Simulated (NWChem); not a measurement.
Species: NaOH; SMILES [Na][OH]

Results from NWChem. Geometry: optimised at PBE0/def2-SVP. Core excitations by TDA in a window of 1s orbitals, non-relativistic and unshifted: absolute energies depend strongly on the exact-exchange share.

### Question
What does the run give for O K edge, BHandHLYP/def2-TZVP? Quantities: first 1s excitation (eV); dipole oscillator strength of the first; first state with f > 0.002 (eV); dipole oscillator strength of that state.

### Answer
```json
{
 "first 1s excitation (eV)": "527.8",
 "dipole_oscillator_strength_of_the_first": "0.0009",
 "first state with f > 0.002 (eV)": "529.5",
 "dipole_oscillator_strength_of_that_state": "0.0076"
}
```
